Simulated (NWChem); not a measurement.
Correlation energy of BeO

```
Be
O 1 1.3594
```
Charge 0, spin multiplicity 1.

Everything below was run with NWChem. Structure: optimised with PBE/def2-SVP, a minimum by its harmonic frequencies.

Basis set: cc-pVTZ. Each correlation energy counts from its own Hartree-Fock reference.

The correlated methods keep 2 core orbitals frozen. The structure started from a generated list of species. No row is a measurement; the coupled-cluster row has its own basis-set and correlation limits.

Question: Order these methods by the correlation energy they give, lowest first: MP2, CCSD+T(CCSD), CCSD, CR-CCSD[T], SCS-MP2.

Answer: CCSD+T(CCSD) (-312.2 mHa), CR-CCSD[T] (-308.3 mHa), MP2 (-302.6 mHa), SCS-MP2 (-293.7 mHa), CCSD (-291.7 mHa)
